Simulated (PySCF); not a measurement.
Geometry (Å), atoms numbered from 1 in this order:
```xyz
10

F    -1.4816    0.9664    0.4795
C    -1.1500   -0.0039   -0.3697
F    -1.5795    0.3476   -1.5810
F    -1.8043   -1.1123   -0.0115
C     0.3336   -0.2645   -0.3808
C     1.1718    0.1235    0.7506
O     1.1482    0.8692   -0.4478
H     0.6114   -1.1139   -1.0194
H     0.7118    0.6093    1.6185
H     2.0903   -0.4434    0.9437
```

Geometry: PBE0-D3(BJ)/def2-SVP; GIAO shifts from PySCF, gas phase, non-relativistic, averaged over equivalent atoms.

At PBE0/STO-3G (38 basis functions, 2.8 s wall time on 1 thread of an Arm Neoverse V1, shared host):
```tsv
atoms	δ (ppm)
F1/F3/F4	-95.8
C2	94.1
C6	35.1
C5	33.5
O7	-1.6
H10	1.41
H8	1.38
H9	1.37
```

Shifts are taken against calculated references (same method and geometry level): 19F (304.40 ppm) vs CFCl3; 13C (234.69 ppm) and 1H (32.60 ppm) vs TMS; 17O (341.71 ppm) vs H2O.

Question: What do these become at BLYP/pcSseg-2?

Answer: 
```tsv
atoms	δ at BLYP/pcSseg-2	change
F1/F3/F4	-104.1	-8.3
C2	139.4	+45.3
C6	46.7	+11.6
C5	52.5	+19.0
O7	25.3	+26.9
H10	2.74	+1.33
H8	3.09	+1.71
H9	2.87	+1.50
```

Shifts are taken against calculated references (same method and geometry level): CFCl3 for 19F (σ = 143.13 ppm); TMS for 13C (σ = 175.01 ppm), 1H (σ = 31.38 ppm); 17O (σ = 325.17 ppm) against H2O.

The largest change is at C2 (CF3 carbon). Cost: 294 basis functions, 50 s wall time on 1 thread of an Arm Neoverse V1, shared host. The order of the carbon signals changes between the two levels.

Unscaled 19F shifts against computed CFCl3 carry errors that often reach 10 to 50 ppm. Experimental scales use liquid or dissolved standards, which lie at an offset from isolated H2O (liquid H2O: subtract about 36 ppm).
